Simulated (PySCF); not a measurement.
Si(F)(Br)(OH)(NH2) (BrFH₃NOSi), SMILES N[Si](O)(F)Br. Coordinates come from a PBE-D3(BJ)/def2-SVP optimisation. The structure was generated by enumeration, and PubChem lists no compound with its InChIKey, so it may never have been made. The values are those of a single conformer.

Computed equilibrium geometry at PBE-D3(BJ)/def2-SVP (PySCF confirms it by a frequency run) as a Z-matrix (one conformer of several):
```
Si
F 1 1.6305
O 1 1.6575 2 112.20
H 3 0.9752 1 112.49 2 -73.12
N 1 1.7190 2 105.05 3 -121.10
H 5 1.0234 1 118.47 2 -174.56
H 5 1.0239 6 110.36 1 -139.65
Br 1 2.2252 2 106.81 5 -124.83
```
